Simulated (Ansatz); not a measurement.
Stepwise reaction of `[NH2][V](=[O])([OH])[OH]` with ammonia, as a gas-phase model of exchange steps in deposition or etching. ΔE in kJ/mol; ΔG adds harmonic PBE0-D4 terms to CCSD(T)/CBS, at 1 bar.

Program: Ansatz. Geometries: PBE0-D4/def2-TZVP. ΔE: electronic, gas phase. CCSD(T)/CBS is the MP2 limit (def2-TZVPP, def2-QZVPP) plus CCSD(T) − MP2 in def2-TZVPP, frozen cores. This one scheme is used for every species. DFT in def2-TZVPP. B3LYP here is the variant with VWN-RPA as its local correlation; programs differ in this. For V outer-core shells are correlated without core-valence functions, which leaves a few kJ/mol of doubt a bond. Scalar relativity is left out up to krypton. Each species was taken in one conformer, which may not be the lowest.

| step | reaction | PBE-D4 | B3LYP-D4 | ωB97M-V | CCSD(T)/CBS | ΔG(400 K) |
| --- | --- | --- | --- | --- | --- | --- |
| 1 | `[NH2][V](=[O])([OH])[OH]` + NH₃ → `[NH2][V]([NH2])(=[O])[OH]` + H₂O | 23.7 | 22.3 | 22.0 | 14.8 | 11.5 |
| 2 | `[NH2][V]([NH2])(=[O])[OH]` + NH₃ → `[NH2][V]([NH2])([NH2])=[O]` + H₂O | 50.5 | 50.7 | 50.3 | 44.9 | 48.3 |

(1) By hand: ΔE of the 2 steps together at CCSD(T)/CBS.

Results:

(1) (14.8) + (44.9) = 59.7 kJ/mol, or 29.9 kJ/mol a step.

In ΔE each step is higher than the one before. All are uphill at CCSD(T)/CBS. ΔG lies between 11.5 and 48.3 kJ/mol a step. PBE-D4 differs from CCSD(T)/CBS by 5.6 to 8.9 kJ/mol a step. Isolated molecules leave out the surface, adducts and barriers. Largest T1 diagnostic: 0.033.
